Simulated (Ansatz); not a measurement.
Wavefunction ladder for C2H6BN (`[BH3-][N+]#CC`)

Cartesian coordinates in Å:
```
B -1.544 1.363 0.310
N -0.406 0.357 0.082
C 0.441 -0.391 -0.088
C 1.511 -1.334 -0.303
H -2.459 0.989 -0.391
H -1.801 1.306 1.492
H -1.102 2.440 -0.026
H 2.292 -0.876 -0.913
H 1.938 -1.636 0.655
H 1.130 -2.218 -0.817
```

The species carries charge 0 and has multiplicity 1. Geometry: relaxed with PBE0-D4/def2-TZVP. Frozen core, restricted reference, Ansatz 0.2.0. CBS rows extrapolate triple and quadruple zeta.

```tsv
basis	HF (Eh)	MP2 corr.
def2-SVP	-158.21170	-0.53701
def2-TZVPP	-158.39077	-0.65004
def2-QZVPP	-158.39808	-0.69064
cc-pV(D+d)Z	-158.33968	-0.53598
cc-pV(T+d)Z	-158.38614	-0.65189
cc-pV(Q+d)Z	-158.39649	-0.69219
```

Q: Estimate the CCSD correlation energy and the (T) correction in each basis where they were run (hartree).

A: 
```
      basis  CCSD corr.       (T)
   def2-SVP    -0.57650  -0.02005
 def2-TZVPP    -0.68116  -0.02989
 def2-QZVPP    -0.71371  -0.03261
  CBS(def2)    -0.73781  -0.03463
cc-pV(D+d)Z    -0.57652  -0.02002
cc-pV(T+d)Z    -0.68245  -0.03015
cc-pV(Q+d)Z    -0.71500  -0.03268
    CBS(cc)    -0.73818  -0.03448
```
